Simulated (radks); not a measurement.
The numbers below are computed, except where a source is named.
Question: Mean orbital radii <r> (bohr) of neutral magnesium, [Ne] 3s2, of relativity; Dirac values are averaged over j with weights 2j + 1. Spin-unpolarised spherical Kohn-Sham, PBEsol, point nucleus unless stated (finite: rms radius 3.057 fm), a radial shooting solver on a logarithmic mesh with Libxc functionals. A level marked "c x" has the speed of light scaled by that factor.

shell  non-rel.
1s       0.1311
2s       0.7001
2p       0.6901
3s        3.158

Give the values at the level "Dirac, c x 3".

Answer: 
shell  Dirac, c x 3  change of magnitude (%)
1s           0.1311                    -0.03
2s           0.6999                    -0.03
2p           0.6901                    -0.01
3s            3.158                    -0.02
